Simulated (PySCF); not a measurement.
Molecule: SMILES CCCNC(=O)C(F)F, C5H9F2NO.

Bonds (- single, = double, # triple, : aromatic): C1-C2, C2-C3, C3-N4, N4-C5, C5=O6, C5-C7, C7-F8, C7-F9. C1 carries H10, H11, H12; C2 carries H13, H14; C3 carries H15, H16; N4 carries H17; C7 carries H18.

Frames of a GFN2-xTB Langevin trajectory at 400 K; GIAO PBE0/pcSseg-1 shieldings in PySCF 2.14.0 with density-fitted response routines, gas phase, non-relativistic; equivalent atoms averaged within each frame.

Shifts are taken against calculated references (same method and geometry level): TMS for 13C (186.93 ppm) and 1H (31.72 ppm); 15N (267.73 ppm) vs NH3; 17O (336.08 ppm) vs H2O; 19F (170.95 ppm) vs CFCl3. The references are static minima.

**Question.** How do the shifts (ppm) fluctuate along the trajectory?

**Answer.** 
```tsv
time (fs)	C5	C7	C3	C2	C1	N4	O6	F8/F9	H17	H18
250	161.7	120.9	54.4	19.4	18.6	129.4	387.0	-136.8	7.17	5.44
425	165.5	121.3	44.9	31.1	16.2	123.1	451.2	-117.5	4.86	5.72
625	169.1	121.8	42.7	26.6	18.4	124.5	428.7	-129.4	5.71	6.81
800	168.4	117.5	47.4	16.5	19.7	140.3	452.3	-142.8	6.45	4.94
1000	163.9	117.4	51.2	26.8	16.4	120.0	382.0	-150.0	5.65	6.85
mean of frames	165.7	119.8	48.1	24.1	17.9	127.5	420.3	-135.3	5.97	5.95
standard deviation	3.1	2.2	4.7	6.0	1.5	7.9	34.0	12.5	0.88	0.85
```

5 frames give an uncertainty of the mean of about the standard deviation over 2.2 at best, since frames this close in time may not be independent; classical motion lacks zero-point vibration, and the reference would need the same averaging.
